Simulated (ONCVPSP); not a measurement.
## What one change does to a pseudopotential (Cr, ONCV)

ONCVPSP 4.0.1 input, shortened (lines: element, Z, core and valence counts, functional; n l f; lmax; l rc ep ncon nbas qcut; lloc lpopt rc5 dvloc0; l nproj debl; icmod fcfact rcfact), PBE, scalar-relativistic:

```
  Cr 24.00    3    4        4      upf
    1    0    2.00
    2    0    2.00
    2    1    6.00
    3    0    2.00
    3    1    6.00
    3    2    5.00
    4    0    1.00
    2
    0    1.55    0.00    4    7    6.10
    1    1.35    0.00    4    9   12.80
    2    2.20    0.00    3    7    7.40
    4    3    1.00    0.00
    0    2    0.50
    1    1    1.80
    2    2    1.70
    3    5.50    1.70
```

Change: p: rc 1.

Cutoffs: the cutoffs (Ha) at which the residual kinetic energy of the hardest occupied pseudo-wave falls to 1 and 0.1 mHa per electron; they do not see the model core or the augmentation charge, which bear on the density cutoff. Errors are all-electron minus pseudo energies relative to the spin-unpolarised reference configuration.

Task: What does the change do?

Result: The potential gets harder (26 Ha and 31 Ha → 51 Ha and 64 Ha); of the 3 tests that both files solve, the error grows in 0 and shrinks in 1 by more than 15 % and 0.3 meV (median size 9.0 → 9.1 meV); neither file shows a bound ghost. A smaller radius makes the pseudo-wave follow the all-electron one further in, where it bends more sharply, so more plane waves are needed.

| quantity | base | changed |
| --- | --- | --- |
| cutoff, loose | 26 Ha | 51 Ha |
| cutoff, tight | 31 Ha | 64 Ha |
| loose cutoff by channel | s 9.5 Ha, p 26 Ha, d 20 Ha | s 9.5 Ha, p 51 Ha, d 20 Ha |
| bound ghosts | none | none |
| GHOST(+) flags under 300 eV | none | none |
| tests with a reliable result | 3 of 4 | 3 of 4 |
| error for 3s2 3p6 3d5 4s0, meV [ΔE 6.90 eV] | +9.0 | +9.1 |
| error for 3s2 3p6 3d4 4s0, meV [ΔE 22.95 eV] | +22 | +22 |
| error for 3s2 3p6 3d5 4s0 4p1, meV [ΔE 3.12 eV] | +8.4 | +4.5 |
| s: phases at 1.58 bohr within 0.05 rad from the reference energy up to (Ha; the scan ends near 5) | to the end of the scan | to the end of the scan |
| d: phases at 2.23 bohr within 0.05 rad from the reference energy up to (Ha; the scan ends near 5) | 4.6 | 4.6 |
| rms error of d²Exc/dni dnj with the model core, mHa | 3.75 | 3.74 |
